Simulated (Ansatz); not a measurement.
BBrH5NOSi, SMILES `NB(Br)O[SiH3]`. Total charge 0; spin multiplicity 1. Geometry: relaxed with PBE0-D4/def2-TZVP. It is one conformer, not always the lowest.

```xyz
10

N    -0.732   -1.835    0.924
B    -0.614   -0.564    0.372
Br   -2.219    0.553    0.267
O     0.566   -0.090   -0.088
Si    1.017    1.342   -0.783
H    -1.599   -2.203    1.269
H     0.060   -2.450    1.001
H     2.469    1.219   -1.054
H     0.282    1.556   -2.054
H     0.769    2.471    0.146
```

Problem. What is the dipole moment at r2SCAN/def2-TZVPP? (Estimate.)

Solution. The calculation gave: 2.06 D, with components (0.87, -1.78, 0.54) D in this frame, pointing from negative to positive charge.

Problem. And with PBE, B3LYP, ωB97M-V? (Best estimate.)

Solution. Ansatz gave: PBE 2.01 D, B3LYP 1.96 D, ωB97M-V 1.99 D.

Problem. Give the Mulliken charges with r2SCAN, PBE, B3LYP in def2-TZVPP. (An estimate is asked.)

Solution. Computed: 
```tsv
atom	r2SCAN	PBE	B3LYP
N1	-0.32	-0.27	-0.26
B2	0.34	0.21	0.28
Br3	-0.19	-0.18	-0.20
O4	-0.42	-0.29	-0.36
Si5	0.42	0.33	0.40
H6	0.18	0.18	0.17
H7	0.18	0.18	0.16
H8	-0.07	-0.06	-0.07
H9	-0.06	-0.05	-0.06
H10	-0.06	-0.05	-0.06
```

B3LYP here is the variant with VWN-RPA as its local correlation; programs differ in this.
